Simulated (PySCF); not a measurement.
# Computed records: CH₄AlO₂, CH₅BNSi

All values are calculated (PySCF 2.14.0). Calculation on a computer-drawn molecule: the log of a Hartree-Fock and frozen-core CCSD(T) single point meant for a local Hartree-Fock minimum, with one planted fault or none, to be diagnosed. Offsets are logged minus clean, where the clean run is the same molecule without the fault. The reference is restricted for singlets and unrestricted otherwise, and also for a bond in bohr or an excited solution. Adding or removing an electron swaps singlet and doublet. The excited solution moves the top pair (singlet) or top alpha electron (doublet) to the lowest empty orbital. Highest occupied and lowest empty are orbital energies over both spins, largest force is the largest gradient component, triples share is (T) over the correlation energy, the T1 limit is 0.02 restricted and 0.045 unrestricted, electrons count all cores, a negative frequency is imaginary (commonest isotopes), and the dipole is about the centre of nuclear charge.

Common to all runs: meant basis cc-pV(D+d)Z; logged SCF converged yes; logged spin squared 0; logged CC converged yes; logged SCF stable within its kind yes; possible faults no fault, one electron removed, one electron added, multiplicity raised by two, geometry at a saddle point, SCF held on an excited solution, minimal basis STO-3G, one bond length entered in bohr, all coordinates scaled.

(1) CH₄AlO₂

Logged structure:
```xyz
8
CH4AlO2
C      1.0956    -2.2732     0.3173
O      0.4115    -1.2625     0.9816
Al    -0.3734     0.2112     0.7973
O     -0.5107     0.9614    -0.7136
H      1.1852    -2.0746    -0.7565
H      2.1029    -2.3802     0.7269
H      0.5769    -3.2266     0.4431
H     -0.1981     0.6804    -1.5579
```

- meant charge: 0
- meant multiplicity: 2
- logged electrons: 38
- logged basis functions: 85
- logged highest occupied: -17.078 eV
- logged lowest empty: -7.6476 eV
- logged largest force: 0.066907 hartree/bohr
- logged T1 diagnostic: 0.016713
- logged D1 diagnostic: 0.053079
- logged triples share: 0.0237
- logged dipole magnitude: 4.5248 debye
- logged energy HF: -431.61779 hartree
- logged energy CCSD(T): -432.21489 hartree
- planted fault: one electron removed
- HF energy offset from clean run: 189.6 kcal/mol
- CCSD(T) energy offset from clean run: 190.2 kcal/mol

Drawn bonds:
```tsv
atom	other atom	order
1	2	1
2	3	1
3	4	1
1	5	1
1	6	1
1	7	1
4	8	1
```

(2) CH₅BNSi

Logged structure:
```xyz
9
CH5BNSi
C     -1.1209     0.3295    -0.1215
Si    -1.3044     0.9844     1.4635
B     -2.0890     2.6305     1.8191
N     -2.5745     3.6472     2.0288
H     -1.5897    -0.5913    -0.1570
H     -0.1156     0.1595    -0.2943
H     -1.5016     0.9455    -0.8500
H     -0.8421     0.2479     2.5359
H     -2.9701     4.4766     2.2057
```

* meant charge: 1
* meant multiplicity: 1
* logged electrons: 36
* logged basis functions: 90
* logged highest occupied: -17.239 eV
* logged lowest empty: -5.6474 eV
* logged largest force: 0.10557 hartree/bohr
* logged T1 diagnostic: 0.016022
* logged D1 diagnostic: 0.051744
* logged triples share: 0.032596
* logged dipole magnitude: 2.2049 debye
* logged energy HF: -408.54725 hartree
* logged energy CCSD(T): -409.05878 hartree

Drawn bonds:
```tsv
atom	other atom	order
1	2	1
2	3	1
3	4	2
1	5	1
1	6	1
1	7	1
2	8	1
4	9	1
```

To be estimated
1. Which fault was planted in the run of CH₅BNSi (entry 2)?

## Answers
1. all coordinates scaled, by -5.7 %

Further results for CH₅BNSi (entry 2):

* HF energy offset from clean run: 22.47 kcal/mol
* CCSD(T) energy offset from clean run: 30.66 kcal/mol
